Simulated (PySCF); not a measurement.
C6H10O2.
Z-matrix (Å and degrees, GFN2-xTB geometry), rows numbered from 1:
```
C 
C   1  1.3187
C   2  1.4965  1  124.45
O   3  1.4167  2  108.53  1  -142.39
C   4  1.4022  3  113.35  2   177.05
C   5  1.5297  4  114.47  3   -73.60
C   6  1.5040  5  115.17  4   -33.31
O   6  1.2047  5  121.10  4   148.87
H   1  1.0760  2  121.73  3  -178.86
H   1  1.0778  2  121.90  3     0.21
H   2  1.0804  1  121.55  3  -179.85
H   3  1.1045  2  109.61  1    98.40
H   3  1.0994  2  110.89  1   -20.36
H   5  1.0998  4  111.64  3    51.01
H   5  1.0961  4  105.94  3   168.85
H   7  1.0890  6  108.55  5  -113.94
H   7  1.0858  6  111.12  5     6.91
H   7  1.0882  6  109.65  5   129.15
```

The calculation used PBE0/def2-SVPD in PySCF (dipole) on a GFN2-xTB geometry, gas phase.

Take the most abundant isotopes and a rigid rotor. The values belong to one conformer with, in the numbering `[CH2:1]=[CH:2][CH2:3][O:4][CH2:5][C:6]([CH3:7])=[O:8]`, C1–C2–C3–O4 -142°, C2–C3–O4–C5 177°, C3–O4–C5–C6 -74°, O4–C5–C6–C7 -33°.

Task: Give the principal moments of inertia and the rotational constants in MHz.

Result: Ia = 120.88, Ib = 506.00, Ic = 546.32 u·Å²; 505379 MHz·u·Å²/I gives A = 4181, B = 998.8, C = 925.1 MHz.

Task: What kind of rotor is it?

Result: A near-prolate asymmetric top; Ray's κ = -0.955.

Task: What does the inertial defect say?

Result: Not planar: Δ = Ic − Ia − Ib = -80.56 u·Å². For a rigid frame Δ = −2 Σ m c², so Σ m c² = 40.28 u·Å² lies off the ab plane: 10.00 from hydrogen and 30.28 from heavier atoms. The atom farthest from that plane is 1.42 Å away.

Task: Give the coordinates in the principal-axis frame, origin at the centre of mass.

Result: The sense of each axis is arbitrary; atoms in the order of the calculation.
```tsv
atom	mass (u)	a (Å)	b (Å)	c (Å)
C1	12.000	3.290	0.849	-0.345
C2	12.000	2.523	-0.136	0.080
C3	12.000	1.159	-0.438	-0.455
O4	15.995	0.333	-0.847	0.621
C5	12.000	-0.994	-1.094	0.241
C6	12.000	-1.813	0.164	-0.054
C7	12.000	-1.461	1.367	0.778
O8	15.995	-2.699	0.152	-0.871
H9	1.008	4.273	1.015	0.060
H10	1.008	2.973	1.521	-1.125
H11	1.008	2.844	-0.804	0.867
H12	1.008	1.223	-1.256	-1.195
H13	1.008	0.734	0.439	-0.964
H14	1.008	-1.049	-1.771	-0.624
H15	1.008	-1.466	-1.588	1.098
H16	1.008	-2.309	1.605	1.418
H17	1.008	-0.582	1.177	1.386
H18	1.008	-1.294	2.224	0.129
```

Task: List the rotational levels J(Ka,Kc) to J = 5 (MHz).

Result: Above 0(0,0):
J = 1: 1(0,1) 1924, 1(1,1) 5106, 1(1,0) 5180
J = 2: 2(0,2) 5770, 2(1,2) 8880, 2(1,1) 9101, 2(2,1) 18648, 2(2,0) 18649
J = 3: 3(0,3) 11537, 3(1,3) 14540, 3(1,2) 14982, 3(2,2) 24419, 3(2,1) 24426, 3(3,1) 40515, 3(3,0) 40515
J = 4: 4(0,4) 19219, 4(1,4) 22086, 4(1,3) 22823, 4(2,3) 32114, 4(2,2) 32133, 4(3,2) 48213, 4(3,1) 48213, 4(4,1) 70744, 4(4,0) 70744
J = 5: 5(0,5) 28813, 5(1,5) 31515, 5(1,4) 32620, 5(2,4) 41730, 5(2,3) 41774, 5(3,3) 57836, 5(3,2) 57837, 5(4,2) 80366, 5(4,1) 80366, 5(5,1) 109335, 5(5,0) 109335

Task: Which lines would a microwave search look for?

Result: The dipole components are |μa| = 1.93 D, |μb| = 0.21 D, |μc| = 0.90 D. The squared components, which scale the intensities, stand as 1.00 : 0.01 : 0.22 (a : b : c). Some lines, for components of 0.1 D or more:

```csv
type,branch,"J(Ka,Kc)",MHz,lower level (cm⁻¹)
c,Q,"1(1,1) ← 1(0,1)",3182,0.064
b,Q,"1(1,0) ← 1(0,1)",3256,0.064
b,Q,"2(1,1) ← 2(0,2)",3331,0.192
a,R,"2(1,2) ← 1(1,1)",3774,0.170
a,R,"2(0,2) ← 1(0,1)",3846,0.064
a,R,"2(1,1) ← 1(1,0)",3921,0.173
c,R,"1(1,0) ← 0(0,0)",5180,0.000
b,R,"2(1,2) ← 1(0,1)",6956,0.064
c,R,"2(1,1) ← 1(0,1)",7177,0.064
b,Q,"2(2,0) ← 2(1,1)",9548,0.304
b,R,"2(2,1) ← 1(1,0)",13468,0.173
c,R,"2(2,0) ← 1(1,0)",13469,0.173
c,R,"2(2,1) ← 1(1,1)",13542,0.170
b,R,"2(2,0) ← 1(1,1)",13543,0.170
```

No GFN2-xTB frequencies stand behind this structure, so it isn't proved a minimum. Zero-point vibration and centrifugal distortion are left out. A rigid rotor knows nothing of internal rotation, which can split or shift real lines.
